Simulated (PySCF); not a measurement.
A geometry optimisation, step by step.

Species: C₄H₇NSi.
Numbering: `[NH2:1][C:2]1=[CH:3][CH:4]=[CH:5][SiH2:6]1` (hydrogens: H7, H8 on N1; H9 on C3; H10 on C4; H11 on C5; H12, H13 on Si6)

Method: PySCF 2.14.0, PBE/cc-pVDZ geometry optimisation, gas phase; density fitting, grid level 1; the optimiser is geomeTRIC in internal coordinates, started from a GFN2-xTB structure. The frame can shift and turn from step to step; on so coarse a grid that alone can change the energy by a few meV, and forces under 0.02 eV/Å are noise.

Step 0: E = -13617.1508 eV, largest atomic force 1.287 eV/Å
```
atom  x, y, z in Å  |  force x, y, z in eV/Å
N1      2.109   -0.114   -0.533   -0.089  -0.045   0.410
C2      0.768   -0.093   -0.242    1.152   0.511   0.061
C3     -0.113   -1.051   -0.606   -0.355  -0.404  -0.178
C4     -1.461   -0.873   -0.124    0.220  -0.152  -0.166
C5     -1.715    0.212    0.630   -0.348   0.937   0.731
Si6    -0.135    1.195    0.833   -0.550  -1.013  -0.572
H7      2.406   -0.736   -1.271    0.276  -0.320  -0.452
H8      2.598    0.765   -0.502    0.400   0.489  -0.061
H9      0.144   -1.904   -1.218    0.258  -0.582  -0.436
H10    -2.215   -1.603   -0.389   -0.588  -0.469  -0.138
H11    -2.692    0.424    1.030   -0.726   0.158   0.281
H12    -0.119    2.514    0.189    0.033   0.766  -0.253
H13     0.422    1.264    2.185    0.317   0.125   0.774
```

Step 1: E = -13617.3201 eV, largest atomic force 0.149 eV/Å
```
atom  x, y, z in Å  |  force x, y, z in eV/Å
N1      2.119   -0.006   -0.607    0.094   0.010  -0.022
C2      0.772    0.005   -0.322   -0.035   0.054   0.018
C3     -0.149   -0.952   -0.678    0.077  -0.100  -0.079
C4     -1.514   -0.758   -0.181   -0.126  -0.063  -0.001
C5     -1.802    0.334    0.592    0.026   0.045   0.019
Si6    -0.191    1.275    0.755    0.001   0.005  -0.002
H7      2.436   -0.628   -1.358   -0.029   0.019   0.032
H8      2.613    0.887   -0.597   -0.028  -0.012   0.004
H9      0.105   -1.828   -1.300   -0.024   0.011   0.013
H10    -2.285   -1.503   -0.450    0.035   0.022   0.004
H11    -2.803    0.543    0.988    0.008   0.010   0.000
H12    -0.157    2.656    0.135   -0.002  -0.003   0.011
H13     0.387    1.382    2.148    0.002   0.001   0.003
```

Step 2: E = -13617.3208 eV, largest atomic force 0.053 eV/Å
```
atom  x, y, z in Å  |  force x, y, z in eV/Å
N1      2.119   -0.002   -0.605    0.035  -0.002   0.003
C2      0.771    0.005   -0.323   -0.049  -0.006  -0.007
C3     -0.148   -0.957   -0.680    0.050  -0.007  -0.014
C4     -1.515   -0.761   -0.183   -0.013   0.016   0.017
C5     -1.799    0.334    0.589   -0.019  -0.011   0.001
Si6    -0.190    1.274    0.755    0.007  -0.008  -0.010
H7      2.437   -0.622   -1.356   -0.003   0.000   0.002
H8      2.607    0.894   -0.595   -0.006   0.004  -0.002
H9      0.104   -1.833   -1.301   -0.007   0.003   0.004
H10    -2.287   -1.505   -0.451    0.008   0.004  -0.001
H11    -2.800    0.546    0.986   -0.003   0.006   0.002
H12    -0.157    2.656    0.139    0.000   0.002   0.006
H13     0.388    1.380    2.149    0.000  -0.002   0.000
```

Step 3: E = -13617.3208 eV, largest atomic force 0.064 eV/Å
```
atom  x, y, z in Å  |  force x, y, z in eV/Å
N1      2.120    0.001   -0.603   -0.004  -0.002   0.016
C2      0.771    0.004   -0.324   -0.009  -0.013  -0.015
C3     -0.146   -0.959   -0.681    0.002   0.053   0.036
C4     -1.514   -0.761   -0.183   -0.020  -0.015  -0.002
C5     -1.801    0.334    0.589    0.028  -0.017  -0.012
Si6    -0.191    1.271    0.755    0.002   0.005  -0.001
H7      2.440   -0.618   -1.354    0.006  -0.004  -0.009
H8      2.603    0.900   -0.596    0.004   0.008  -0.005
H9      0.105   -1.836   -1.302   -0.004   0.000   0.001
H10    -2.284   -1.505   -0.452   -0.011  -0.011  -0.005
H11    -2.802    0.546    0.984    0.001  -0.004  -0.006
H12    -0.158    2.655    0.142    0.002   0.004   0.003
H13     0.386    1.375    2.149    0.002  -0.003   0.000
```

Step 4: E = -13617.3209 eV, largest atomic force under 0.02 eV/Å
```
atom  x, y, z in Å  |  force x, y, z in eV/Å
N1      2.121    0.003   -0.603   -0.011  -0.010   0.012
C2      0.771    0.005   -0.324   -0.010   0.006  -0.002
C3     -0.146   -0.958   -0.680    0.001   0.009   0.006
C4     -1.515   -0.763   -0.184    0.013   0.010   0.004
C5     -1.801    0.332    0.587    0.004  -0.010  -0.002
Si6    -0.191    1.271    0.755    0.001   0.005  -0.002
H7      2.442   -0.616   -1.353    0.004  -0.002  -0.006
H8      2.602    0.903   -0.596    0.002   0.004  -0.005
H9      0.106   -1.835   -1.300    0.002  -0.005  -0.004
H10    -2.284   -1.508   -0.454   -0.004  -0.005  -0.003
H11    -2.802    0.545    0.983   -0.001  -0.001  -0.003
H12    -0.158    2.656    0.144   -0.001   0.003   0.003
H13     0.386    1.373    2.149   -0.001  -0.003   0.001
```

**Question.** Summarise the path.

**Answer.** The energy falls by 3.92 kcal/mol from step 0 to step 4; nine tenths of that is first reached at step 1. It falls at every step. The largest force goes from 1.287 to under 0.02 eV/Å. Among the bonds Si6–H13 changes most, from 1.464 to 1.512 Å; the atoms move by 0.048 Å rms after alignment.

**Question.** Follow the three bonds and two angles with the largest change from start to end.

**Answer.** 
| step | E above end (kcal/mol) | largest force (eV/Å) | Si6–H13 (Å) | Si6–H12 (Å) | C3–C4 (Å) | C2–Si6–C5 (°) | H12–Si6–H13 (°) |
| --- | --- | --- | --- | --- | --- | --- | --- |
| 0 | 3.92 | 1.287 | 1.464 | 1.468 | 1.443 | 89.1 | 111.1 |
| 1 | 0.02 | 0.149 | 1.512 | 1.515 | 1.465 | 92.9 | 107.7 |
| 2 | 0.00 | 0.053 | 1.512 | 1.514 | 1.468 | 92.8 | 107.6 |
| 3 | 0.00 | 0.064 | 1.512 | 1.514 | 1.469 | 92.9 | 107.6 |
| 4 | 0.00 | under 0.02 | 1.512 | 1.514 | 1.469 | 92.9 | 107.6 |

The cost below is that of the whole optimisation. Hardware: Arm Neoverse V1, one thread, no GPU (shared host). Cost: 39 s, 0.53 GiB resident at most.
